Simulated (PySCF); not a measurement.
SrAl at ROHF-CCSD

Computed with ROHF-CCSD; Sr def2-SVPD with ECP28, Al def2-SVPD; scalar-relativistic core potentials (PySCF 2.14).

For SrAl, the state is ²Π (doublet), unpaired electrons π ↑, the bond length is 3.451 Å and the harmonic wavenumber is 123 cm⁻¹. The force constant is 0.184 mdyn/Å, the rotational constant Be is 0.06858 cm⁻¹ and the anharmonicity ωexe is 1.44 cm⁻¹. The vibration–rotation constant αe is 0.000767 cm⁻¹ and the well depth De to Sr + Al is 7.6 kcal/mol. The dissociation energy D0 is 7.4 kcal/mol.

Correlated steps freeze 5 core orbitals. The bond is weak. Basis-set superposition, not corrected here, can be much of De in a small basis, most of all at correlated wavefunction levels. Spin–orbit coupling is left out. The state was picked by a PBE0 search and need not be the measured ground state.
